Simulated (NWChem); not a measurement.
System: CH₄N, doublet; SMILES C[NH]

Here is an NWChem input.

```
start job
memory heap 200 mb stack 900 mb global 1100 mb
geometry units angstroms noautosym nocenter noautoz
  C     -0.019958    -0.614296     0.000000
  N     -0.125444     0.825921     0.000000
  H      0.533540    -0.983309    -0.881604
  H     -1.015095    -1.070260     0.000000
  H      0.533540    -0.983309     0.881604
  H      0.841777     1.185341     0.000000
end
basis spherical
  C library def2-tzvp
  N library def2-tzvp
  H library def2-tzvp
end
dft
  odft
  mult 2
  xc xpbe96 cpbe96
  iterations 150
end
property
  efieldgrad
end
task dft property
```

In the optimisation the excess spin sits in a" (Cs, its own frame). Coordinates come from a B3LYP/6-31G* (spherical d), spin-unrestricted optimisation. No stability test was run on the SCF state.

Vzz is the largest principal value of the second derivative of the potential at the nucleus (NWChem prints the opposite sign); η is the asymmetry. Non-relativistic.

Atoms are numbered as in the input.

Task: What results follow from this input? (PBE/def2-TZVP, spin-unrestricted.) Quantities: Vzz N2 (a.u.); η N2.

Result: The vzz N2 (a.u.) is -0.810. The η N2 is 0.38.
